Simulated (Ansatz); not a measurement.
Computed with Ansatz on PBE0-D4/def2-TZVP structures; ΔE is electronic, products minus reactants. CCSD(T)/CBS adds triple-zeta CCSD(T) − MP2 to the extrapolated MP2 energy (def2 sets, frozen cores). This one scheme is used for every species. Functionals use def2-TZVPP. B3LYP here is the variant with VWN-RPA as its local correlation; programs differ in this. Each species was taken in one conformer, which may not be the lowest.

Consider the substitution at a C–O bond: `COCO` + `N[SiH]([SiH3])S` → `CS[SiH](N)[SiH3]` + `OCO`.

`COCO`:

Cartesian coordinates in Å:
```
C -0.681 1.103 -0.344
O -0.524 0.147 0.680
C 0.633 -0.614 0.551
O 0.615 -1.473 -0.552
H -1.601 1.648 -0.138
H 0.159 1.811 -0.352
H -0.751 0.632 -1.329
H 0.725 -1.165 1.493
H 1.511 0.027 0.405
H -0.086 -2.117 -0.415
```

`N[SiH]([SiH3])S`:

Cartesian coordinates in Å:
```
N 0.494 -1.430 -1.205
Si -0.361 -0.638 0.049
Si 0.844 1.216 0.812
S -2.275 0.074 -0.659
H 0.808 -0.920 -2.015
H 0.285 -2.389 -1.432
H -0.568 -1.653 1.116
H -0.019 2.044 1.699
H 1.252 2.048 -0.354
H 2.063 0.819 1.567
H -2.524 0.831 0.423
```

`CS[SiH](N)[SiH3]`:

Z-matrix (Å, degrees):
```
C
S 1 1.816
H 1 1.089 2 111.0
H 1 1.089 2 110.4 3 122.2
H 1 1.090 2 107.0 3 -119.0
Si 2 2.128 1 100.5 3 -75.6
Si 6 2.344 2 112.1 1 62.0
N 6 1.717 2 110.2 1 -57.3
H 6 1.492 2 101.4 1 179.5
H 7 1.489 6 110.7 2 -46.5
H 7 1.491 6 111.4 2 -166.3
H 7 1.487 6 109.8 2 73.4
H 8 1.008 6 121.0 2 -59.3
H 8 1.007 6 120.8 2 150.8
```

`OCO`:

```xyz
7

O    -0.492   -0.622   -0.925
C    -0.308    0.119    0.244
O     1.034    0.412    0.497
H    -0.172   -0.095   -1.664
H    -0.753   -0.484    1.041
H    -0.810    1.091    0.196
H     1.502   -0.421    0.612
```

| level | ΔE (kJ/mol) | difference from CCSD(T)/CBS |
| --- | --- | --- |
| PBE-D4 | -35.3 | -0.5 |
| r2SCAN-D4 | -31.9 | 2.9 |
| PBE0-D4 | -35.4 | -0.6 |
| B3LYP-D4 | -31.0 | 3.8 |
| ωB97M-V | -32.2 | 2.6 |
| B2PLYP | -29.0 | 5.8 |
| PBE | -31.9 | 2.9 |
| r2SCAN | -30.8 | 4.0 |
| PBE0 | -32.2 | 2.6 |
| B3LYP | -25.4 | 9.4 |
| HF/def2-TZVPP | -19.2 | 15.6 |
| MP2/def2-TZVPP | -36.6 | -1.8 |
| SCS-MP2/def2-TZVPP | -31.3 | 3.5 |
| CCSD/def2-TZVPP | -28.3 | 6.5 |
| CCSD(T)/def2-TZVPP | -30.2 | 4.6 |
| SCS-MP2/def2-QZVPP | -34.0 | 0.8 |
| CCSD(T)/CBS | -34.8 | 0 |

Largest T1 diagnostic among the species: 0.012.

The D4 term adds −5.5 kJ/mol with B3LYP and −3.2 kJ/mol with PBE0; it sums over pairs of atoms, weighted by their polarisabilities, and B3LYP, whose exchange is more repulsive, gets the larger term. In def2-TZVPP, CCSD(T) changes the Hartree–Fock value by −11.0 kJ/mol (the triples alone add −1.9 kJ/mol) and MP2 by −17.4 kJ/mol.
